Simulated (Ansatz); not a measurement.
Isolated molecules relaxed with PBE0-D4/def2-TZVP in Ansatz; ΔE leaves out vibrations. CCSD(T)/CBS adds triple-zeta CCSD(T) − MP2 to the extrapolated MP2 energy (def2 sets, frozen cores). This one scheme is used for every species. Each species was taken in one conformer, which may not be the lowest.

Consider the cleavage of the Si–B bond: `CBB(C)[SiH3]` + `F[SiH2]N[SiH3]` → `F[SiH2]N([SiH3])[SiH3]` + `CBBC`.

```csv
species,CCSD(T)/CBS(def2) energy (Eh)
`CBB(C)[SiH3]`,-420.75655
`F[SiH2]N[SiH3]`,-736.37696
`F[SiH2]N([SiH3])[SiH3]`,-1026.67748
`CBBC`,-130.47910
```

Task: Work out ΔE.

Result: ΔE = (-1026.67748) + (-130.47910) − (-420.75655) − (-736.37696) = -0.02307 Eh = -60.6 kJ/mol.

Largest T1 diagnostic among the species: 0.013.

The D4 term adds −5.0 kJ/mol with B3LYP and −2.5 kJ/mol with PBE0; it sums over pairs of atoms, weighted by their polarisabilities, and B3LYP, whose exchange is more repulsive, gets the larger term. From PBE to PBE0 (25 % exact exchange), in def2-TZVPP and without D4, ΔE moves by −9.2 kJ/mol.

B3LYP here is the variant with VWN-RPA as its local correlation; programs differ in this.
